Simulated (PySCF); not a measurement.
Compound: BBr₃.
SMILES: `BrB(Br)Br`

Computed with TDDFT CAM-B3LYP/def2-SVPD, vertical, gas phase, core orbitals frozen in the response (PySCF). Isolated species at its PBE0-D3(BJ)/def2-SVP geometry, gas phase. The CAM-B3LYP/def2-SVPD calculation is non-relativistic and has no spin–orbit coupling, an omission that weighs most on bromine.

Each state is given a Gaussian of 0.25 eV full width at half maximum, with ε(max) = 2.175×10⁸ f / Δν̃ (Δν̃ the width in cm⁻¹). The cross-section is σ = 3.8235×10⁻²¹ ε cm², given in Mb (10⁻¹⁸ cm²). The width is an assumption, not a result. The curve ends short of the highest state used, and states not computed would add to its high-energy end.

```csv
E (eV),σ (Mb)
4.46,0.00
4.54,0.00
4.63,0.00
4.72,0.00
4.80,0.00
4.89,0.00
4.98,0.00
5.06,0.00
5.15,0.00
5.24,0.00
5.32,0.00
5.41,0.00
5.50,0.00
5.58,0.01
5.67,0.37
5.76,4.55
5.85,27.55
5.93,74.68
6.02,116.33
6.11,88.32
6.19,37.82
6.28,7.39
6.37,0.70
6.45,0.05
```

(1) Locate the maxima and give the states behind the curve.

(2) On this curve, what absorbance would a 10⁻⁴ mol/L sample give at 193 nm over a 1 cm path?

(3) Coming from long wavelengths, where does ε first pass 100 L mol⁻¹ cm⁻¹?

Answers

(1) 206 nm (6.03 eV), ε about 31000, made up of S4 (50%) and S5 (50%) (ε in L mol⁻¹ cm⁻¹; maxima over ε = 5, shares over 10%). The states used: S1 4.83 eV (f 0.0000); S2 5.61 eV (f 0.0000); S3 5.62 eV (f 0.0000); S4 6.03 eV (f 0.142); S5 6.03 eV (f 0.142); S6 7.05 eV (f 0.0000).

(2) 193 nm is 6.424 eV, where ε is about 32 L mol⁻¹ cm⁻¹, so A = ε c l ≈ 0.0032 (Beer–Lambert, with the gas-phase spectrum and the assumed width).

(3) At about 219 nm (5.67 eV), 0.84 eV above S1.
